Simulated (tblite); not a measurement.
C5H14OSi2.
Cartesian coordinates in Å at the GFN2-xTB level; atoms count from 1:
```xyz
22
C5H14OSi2 angstrom
C     -1.4195    1.5066    0.9500
C     -1.2411    0.9264   -0.4510
C     -0.0672   -0.0055   -0.5027
C     -0.2261   -1.3210   -0.6690
Si    -1.8345   -2.2718   -0.8946
Si     1.6618    0.7563   -0.2899
C      2.2897    0.3790    1.4673
O      2.6976    0.1910   -1.4191
H     -1.5513    0.7051    1.6735
H     -2.2939    2.1528    0.9860
H     -0.5462    2.0883    1.2349
H     -1.0766    1.7451   -1.1563
H     -2.1529    0.4012   -0.7439
H      0.6706   -1.9348   -0.6790
H     -2.7326   -2.0789    0.2495
H     -1.4957   -3.6958   -0.9938
H     -2.5247   -1.8615   -2.1227
H      1.6897    2.1794   -0.6133
H      3.3249    0.6888    1.5785
H      2.2380   -0.6843    1.6893
H      1.7092    0.8936    2.2258
H      2.8705   -0.7407   -1.5206
```

Computed values, GFN2-xTB/tblite, gas phase, harmonic and unscaled. Against measured fundamentals such values can be off by several per cent, at times by over 20. Modes of hydrogen on silicon can be 10 to 20 % off. One conformer, not necessarily the lowest.

Harmonic wavenumbers (cm⁻¹): 30.2, 52.8, 83.6, 103.4, 109.8, 122.8, 174.2, 177.1, 194.0, 220.2, 227.0, 242.5, 325.9, 362.9, 505.5, 527.2, 569.0, 626.9, 660.8, 676.6, 733.6, 768.8, 789.9, 795.7, 799.1, 809.0, 813.6, 818.4, 833.3, 839.0, 891.5, 972.4, 1077.2, 1085.3, 1142.1, 1242.0, 1298.2, 1323.5, 1378.0, 1405.7, 1479.8, 1488.6, 1493.3, 1500.0, 1506.0, 1637.0, 2221.5, 2224.5, 2234.0, 2286.0, 2955.6, 2971.5, 2984.5, 3023.7, 3029.2, 3033.7, 3038.5, 3040.4, 3055.2, 3674.5.

A = 1740, B = 823.4, C = 668.8 MHz; mass 146.058 u (most abundant isotopes); point group C1, symmetry number 1.

Q: Zero-point energy?

A: Half the sum of the wavenumbers: 37343 cm⁻¹ = 106.77 kcal/mol.

Q: What is S at 350 K and 1 bar for an ideal gas of classical rigid rotors and harmonic oscillators?

A: Translation 41.67, rotation 30.67, vibration 51.71: S = 124.0 cal/(mol K).

Q: And Cp and H(350 K) − H(0)?

A: Cp = 55.37 cal/(mol K), of which vibrations give 47.42 (their classical limit is 60 R = 119.2); H(350 K) − H(0) = 11.81 kcal/mol without the zero-point energy, 9.02 from vibrations.

Q: Blend soft modes into free rotors: weight 1/[1 + (100 cm⁻¹/ν̃)⁴] for the oscillator and the rest for a rotor with moment μB/(μ + B), μ = h/(8π²ν), B = 10⁻⁴⁴ kg m². What vibrational entropy results?

A: 47.07 cal/(mol K) in place of 51.71, which changes −T·S at 350 K by +1.62 kcal/mol.

Q: Which modes carry the vibrational entropy at 350 K?

A: 30.2 cm⁻¹: 6.13; 52.8 cm⁻¹: 5.03; 83.6 cm⁻¹: 4.12; 103.4 cm⁻¹: 3.70; 109.8 cm⁻¹: 3.58; 122.8 cm⁻¹: 3.37 cal/(mol K); the other 54 give 25.77 together.

Q: What must be added to the electronic energy to get the Gibbs energy at 350 K and 1 bar?

A: ZPE + [H(350 K) − H(0)] − T·S = 106.77 + 11.81 − 43.42 = 75.16 kcal/mol.

Hindered rotation and anharmonicity are outside this model. Other conformers, if any are populated, would add a mixing term that is left out. The structure is chiral; the term R ln 2 for an equal mix with its mirror image is left out.
